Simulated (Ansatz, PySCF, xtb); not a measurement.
Gas-phase reaction in SMILES: CC(C)([SeH])[SeH] [propane-2,2-diselenol] + 4 [H][H] (H2) -> 3 C (CH4) + 2 [SeH2] (H2Se)
Geometries: B3LYP-D3(BJ)/def2-TZVP minima from Ansatz (an electronic-structure program), one conformer each, not searched for the lowest. Frequencies are from Ansatz or PySCF.

Wanted: energy of full hydrogenation (enthalpy at 298 K, with B3LYP-D3(BJ) rigid-rotor harmonic-oscillator terms), in kcal/mol. Cores are frozen in the correlated levels unless marked. No spin-orbit coupling. Frozen are the shells of the preceding noble gas and the d and f shells that filled before the atom's block. Non-relativistic. CBS marks a two-point X^-3 extrapolation of the correlation energy; Hartree-Fock from the larger set.

```json
[
 {"level": "GFN2-xTB", "program": "xtb", "energy of full hydrogenation (kcal/mol)": "___"},
 {"level": "B3LYP-D4/def2-TZVPD", "program": "Ansatz + dftd4", "energy of full hydrogenation (kcal/mol)": "-53.4"},
 {"level": "PBE0/def2-TZVPD", "program": "Ansatz", "energy of full hydrogenation (kcal/mol)": "-58.7"},
 {"level": "LC-wPBE-D4/def2-TZVPD", "program": "Ansatz + dftd4", "energy of full hydrogenation (kcal/mol)": "___"},
 {"level": "wB97M-V/def2-TZVPD", "program": "Ansatz", "energy of full hydrogenation (kcal/mol)": "___"},
 {"level": "B2GP-PLYP-D3(BJ)/def2-TZVPD", "program": "Ansatz + dftd3", "energy of full hydrogenation (kcal/mol)": "___"},
 {"level": "SCS-MP2/cc-pVDZ", "program": "Ansatz", "energy of full hydrogenation (kcal/mol)": "-54.1"},
 {"level": "CCSD(T)/CBS(cc-pVTZ,cc-pVQZ)", "program": "Ansatz", "energy of full hydrogenation (kcal/mol)": "-51.6"}
]
```

### Question
What belongs in the gaps?

### Answer

- GFN2-xTB, energy of full hydrogenation (kcal/mol): -66.0
- LC-wPBE-D4/def2-TZVPD, energy of full hydrogenation (kcal/mol): -52.9
- wB97M-V/def2-TZVPD, energy of full hydrogenation (kcal/mol): -53.1
- B2GP-PLYP-D3(BJ)/def2-TZVPD, energy of full hydrogenation (kcal/mol): -49.4
